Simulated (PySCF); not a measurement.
A small calculation by hand: chemical shift, span and skew from a shielding tensor

Ga(OH)2(SiH3) (GaH₅O₂Si), SMILES [OH][Ga]([OH])[SiH3]. Atoms are numbered in the order given.

```xyz
9

Ga    -0.2875     0.0753    -0.1996
O     -1.6176    -1.1185    -0.3971
H     -2.3532    -0.8615    -0.9674
O     -0.4255     1.6488    -1.0590
H     -1.2139     1.7826    -1.6003
Si     1.6228    -0.4220     1.1509
H      2.1281     0.8182     1.8061
H      2.7046    -0.9842     0.2897
H      1.2708    -1.4245     2.1964
```

The structure is a stationary point at B3LYP-D3(BJ)/def2-SVP. The structure was generated by enumeration; whether it is a known compound was not checked. One conformer was computed; it need not be the lowest.

GIAO shieldings from PySCF with HF/pcSseg-1, non-relativistic, no solvent. The symmetric part of the tensor of Si6 has the principal values 491.8, 506.0, 522.4 ppm. The same nucleus in TMS has σ = 393.8 ppm at this level (PySCF, at its B3LYP-D3(BJ)/def2-TZVP geometry).

Problem. Work out the isotropic shielding, the ²⁹Si shift against TMS, the span and the skew.

Solution. 
σ(iso) = (σ11 + σ22 + σ33)/3 = 506.7 ppm. δ = σ(ref) − σ(iso) = 393.8 − (506.7) = -112.9 ppm.
Span Ω = σ33 − σ11 = 30.6 ppm. Skew κ = 3(σ(iso) − σ22)/Ω = 0.07. Tumbling in solution averages the tensor to δ; in a static solid the shielding alone would spread this spin-1/2 line over Ω.
